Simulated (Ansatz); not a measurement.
CH9AlOSi2, SMILES `C[O][AlH][SiH2][SiH3]` at its PBE0-D4/def2-TZVP geometry, where that method's forces vanish. The species carries charge 0 and has multiplicity 1.

```xyz
14

C    -1.1923    0.0773    2.1287
O    -1.6848    0.9481    1.1534
Al   -1.4861    1.0711   -0.5184
Si   -0.0073   -0.5622   -1.5922
Si    2.1939   -0.2846   -0.8480
H    -0.6140    0.6343    2.8730
H    -2.0217   -0.4157    2.6460
H    -0.5421   -0.7028    1.7104
H    -2.2512    2.2633   -1.2191
H    -0.4174   -1.9579   -1.2523
H    -0.0217   -0.4437   -3.0793
H     3.1352   -1.2434   -1.4875
H     2.2489   -0.4826    0.6270
H     2.6606    1.0987   -1.1418
```

**Question.** What forces (eV/Å) does r2SCAN-D4/def2-TZVPP give on these atoms in Ansatz 0.2.0? (Best estimate.)

**Answer.** The calculation gave: 
```
C1   0.108 -0.200  0.236
O2  -0.115  0.190 -0.153
Al3 -0.013  0.026 -0.081
Si4 -0.022  0.001 -0.005
Si5  0.020 -0.002  0.004
H6  -0.009 -0.003 -0.009
H7   0.007  0.009 -0.006
H8  -0.001  0.001 -0.006
H9   0.013 -0.017  0.019
H10  0.010  0.006 -0.006
H11  0.004 -0.008  0.013
H12 -0.006  0.019  0.015
H13  0.008  0.006 -0.029
H14 -0.003 -0.029  0.008
```
